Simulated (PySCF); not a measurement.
## Pt²⁺ (platinum, charge +2): PBEsol calculation

Configuration: [Xe] 4f14 5d7 6s1, high-spin 5F determinant (an excited configuration). Computed with PySCF 2.14 in aug-cc-pVTZ-PP with one added diffuse shell each of s, p, d, f, g type with ECP60MDF (7s7p6d4f3g, 113 functions), with scalar relativity through the core potential.

```
Total energy                : -118.1071 hartree
One-electron energy         : -193.6265 hartree
Hartree (Coulomb) energy    : 86.2823 hartree
Exchange-correlation energy : -10.7630 hartree
⟨S²⟩                        : 6.0008
⟨L²⟩                        : 12.010
Sum of ⟨r⟩                  : 21.89 bohr
Sum of ⟨r²⟩                 : 35.96 bohr²
```

| shell | electrons | mean orbital energy (eV) | spread (eV) | rms radius, mean of both spins (bohr) |
| --- | --- | --- | --- | --- |
| 5s α | 1 | -126.26 | 0 | 1.02 |
| 5s β | 1 | -124.19 | 0 | 1.02 |
| 5p α | 3 | -81.083 | 0 | 1.17 |
| 5p β | 3 | -78.714 | 0 | 1.17 |
| 5d α | 5 | -29.496 | 0.936 | 1.65 |
| 5d β | 2 | -27.190 | 0 | 1.65 |
| 6s α | 1 | -24.299 | 0 | 2.55 |

Energies and moments cover only the electrons outside the core potential. Spin-orbit coupling, absent here, splits the open shell strongly.
